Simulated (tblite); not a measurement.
Species: C4H7BO4.
Atom-mapped SMILES: `[CH3:1][O:2][C:3]1=[CH:4][O:5][B@H-:6]([OH:7])[O+:8]=[CH:9]1` (hydrogens: H10, H11, H12 on C1; H13 on C4; H14 on B6; H15 on O7; H16 on C9)
Bond orders are those of one Lewis drawing.

Computed with GFN2-xTB (tblite), gas phase: L-BFGS steps from a force-field or distance-geometry start until the largest atomic force falls under 0.01 eV/Å.

Step 32: E = -807.5447 eV
```
atom  x, y, z in Å  |  force x, y, z in eV/Å
C1      2.6831   -0.5942   -0.7005   -0.019  -0.087   0.030
O2      1.6544   -1.2090    0.0440   -0.082   0.006   0.013
C3      0.4699   -0.5163    0.1600   -0.054   0.029  -0.009
C4     -0.5121   -1.0176    1.0176    0.042   0.019   0.023
O5     -1.5935   -0.4284    1.3012    0.009  -0.012  -0.085
B6     -2.0577    0.8623    0.5901    0.025   0.020   0.059
O7     -3.1650    0.4990   -0.1948    0.052   0.079   0.017
O8     -0.9127    1.3122   -0.3900   -0.008  -0.039   0.051
C9      0.1423    0.6278   -0.5585    0.019   0.016  -0.044
H10     3.5778   -1.1742   -0.4859    0.038  -0.048  -0.005
H11     2.4767   -0.6438   -1.7751    0.019   0.090   0.018
H12     2.8486    0.4435   -0.3887   -0.041  -0.063  -0.048
H13    -0.3656   -1.9957    1.4738    0.090  -0.012   0.074
H14    -2.1835    1.7262    1.4020   -0.019  -0.028  -0.017
H15    -3.8699    1.1395   -0.1525   -0.080  -0.056  -0.063
H16     0.7994    0.9774   -1.3540    0.009   0.086  -0.015
```

Step 33: E = -807.5491 eV
```
atom  x, y, z in Å  |  force x, y, z in eV/Å
C1      2.6807   -0.6009   -0.7080   -0.033  -0.081   0.039
O2      1.6420   -1.2247    0.0195   -0.114   0.118  -0.022
C3      0.4624   -0.5212    0.1515   -0.012   0.043  -0.023
C4     -0.5137   -1.0113    1.0228    0.055  -0.026   0.019
O5     -1.5894   -0.4148    1.3124    0.043   0.001  -0.075
B6     -2.0508    0.8697    0.5879   -0.058   0.080   0.055
O7     -3.1431    0.4944   -0.2160    0.008   0.092   0.018
O8     -0.9040    1.3302   -0.3696    0.095  -0.084   0.008
C9      0.1438    0.6358   -0.5526    0.033  -0.017  -0.012
H10     3.5725   -1.1828   -0.4861    0.034  -0.057  -0.015
H11     2.4910   -0.6379   -1.7877    0.001   0.072   0.072
H12     2.8471    0.4349   -0.3864   -0.073  -0.104  -0.038
H13    -0.3702   -1.9860    1.4886    0.104  -0.004   0.050
H14    -2.2089    1.7356    1.3920    0.005  -0.044   0.003
H15    -3.8772    1.0991   -0.1396   -0.047  -0.088  -0.077
H16     0.8101    0.9888   -1.3401   -0.042   0.098  -0.002
```

Step 34: E = -807.5534 eV
```
atom  x, y, z in Å  |  force x, y, z in eV/Å
C1      2.6785   -0.6081   -0.7127   -0.035  -0.052   0.036
O2      1.6306   -1.2347    0.0018   -0.092   0.157  -0.044
C3      0.4555   -0.5235    0.1439    0.040   0.040  -0.029
C4     -0.5140   -1.0065    1.0268    0.045  -0.049   0.010
O5     -1.5894   -0.4091    1.3158    0.079   0.009  -0.032
B6     -2.0466    0.8746    0.5877   -0.115   0.100   0.021
O7     -3.1281    0.4949   -0.2294    0.013   0.030  -0.020
O8     -0.8977    1.3425   -0.3535    0.155  -0.084  -0.039
C9      0.1444    0.6420   -0.5499    0.029  -0.032   0.019
H10     3.5690   -1.1914   -0.4861    0.003  -0.059  -0.024
H11     2.5013   -0.6318   -1.7955   -0.015   0.035   0.099
H12     2.8459    0.4263   -0.3853   -0.084  -0.116  -0.011
H13    -0.3664   -1.9758    1.5040    0.103   0.010   0.022
H14    -2.2252    1.7402    1.3853    0.020  -0.034   0.052
H15    -3.8829    1.0691   -0.1339   -0.069  -0.052  -0.068
H16     0.8173    1.0001   -1.3304   -0.077   0.098   0.008
```

Question: Estimate the geometry and energy of step 35. (The exact step hangs on the optimiser's Hessian estimate; all steps are aligned on step 34, rigid shifts and turns removed.)

Answer: E = -807.5580 eV, largest force 0.307 eV/Å
```
atom  x, y, z in Å  |  force x, y, z in eV/Å
C1      2.6740   -0.6195   -0.7193   -0.035  -0.019   0.027
O2      1.6122   -1.2501   -0.0271   -0.042   0.144  -0.045
C3      0.4464   -0.5272    0.1326    0.083   0.036  -0.025
C4     -0.5144   -0.9992    1.0315    0.030  -0.051   0.002
O5     -1.5861   -0.3967    1.3246    0.125   0.027   0.012
B6     -2.0413    0.8878    0.5878   -0.137   0.084  -0.045
O7     -3.1012    0.4926   -0.2520   -0.239   0.184   0.005
O8     -0.8814    1.3641   -0.3267    0.141  -0.074  -0.073
C9      0.1493    0.6513   -0.5439   -0.001  -0.021   0.049
H10     3.5636   -1.2042   -0.4872   -0.049  -0.062  -0.032
H11     2.5139   -0.6233   -1.8054   -0.029  -0.012   0.108
H12     2.8390    0.4112   -0.3814   -0.081  -0.102   0.025
H13    -0.3615   -1.9624    1.5211    0.091   0.023  -0.007
H14    -2.2506    1.7537    1.3749    0.032  -0.044   0.091
H15    -3.8973    1.0135   -0.1249    0.202  -0.207  -0.103
H16     0.8278    1.0172   -1.3160   -0.091   0.094   0.010
```

The energy changes by -0.0046 eV. The first-order estimate −F·Δx gives -0.0076 eV and the mean of the old and new forces, exact on a quadratic surface, -0.0042 eV. The step makes an angle of 81° with the force vector and moves no atom by more than 0.058 Å.

What follows is the cost of the whole relaxation. The run took 1.0 s on Arm Neoverse N1, one thread (shared host).
